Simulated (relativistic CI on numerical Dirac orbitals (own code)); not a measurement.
A reference radial Dirac CI calculation of F2+ gave the lowest total energy -97.67949 Ha in 10 SCF steps, from this input:

```
atom F  Z=9  charge=2  electrons=7
nucleus A=19  rms_radius_fm=2.8976
hamiltonian dirac-coulomb  breit=on  qed=on  c_scale=1
orbitals kli  potential=per-configuration
slater_scale 1
correlation none
mixing on
grid step=0.0125 r_max=24.9
scf mixing=0.4 start=green max_iterations=150 tolerance=2e-08 node_fill=0.05
configurations
  [He] 2s2 2p3
end
```

One setting was then changed (and the iteration limit cut to 72), and the output read:

```
SCF 1: [He] 2s2 2p3
 iter      energy (Ha)   residual   last orbital (Ha)
    1       -96.615689   9.67e-01     -3.28952
    2       -97.426316   4.59e-01     -2.53961
    3       -97.472503   1.84e-02     -2.04122
    4       -97.479605   1.80e-02     -2.04485
    5       -97.473173   9.62e-04     -2.02671
    6       -97.473034   1.44e-04     -2.02530
    7       -97.473044   9.97e-06     -2.02525
    8       -97.473050   1.06e-07     -2.02524
    9       -97.473050   3.41e-08     -2.02524
   10       -97.473050   7.97e-10     -2.02524
orbital energies (Ha): 1s -25.8063  2s -2.7470  2p1/2 -2.0279  2p3/2 -2.0252
configuration averages (Ha): Dirac-Coulomb, Breit, QED
  2p3                            -97.473050    0.010656    0.007288
levels: no., configuration, term, J, E (cm-1), weight
   1 2p3                    4S*  3/2              0.0  1.00
   2 2p3                    2D*  5/2          34917.0  1.00
   3 2p3                    2D*  3/2          34944.1  1.00
   4 2p3                    2P*  1/2          58253.0  1.00
   5 2p3                    2P*  3/2          58265.4  1.00
lowest total energy -97.614319 Ha
end: converged
```

Which setting was changed?
A. QED terms
B. start potential
C. configuration list
D. node fill of the KLI weights

D. The node fill of the KLI weights 50. This setting is bad on purpose; its numbers may not be properties of the ion.
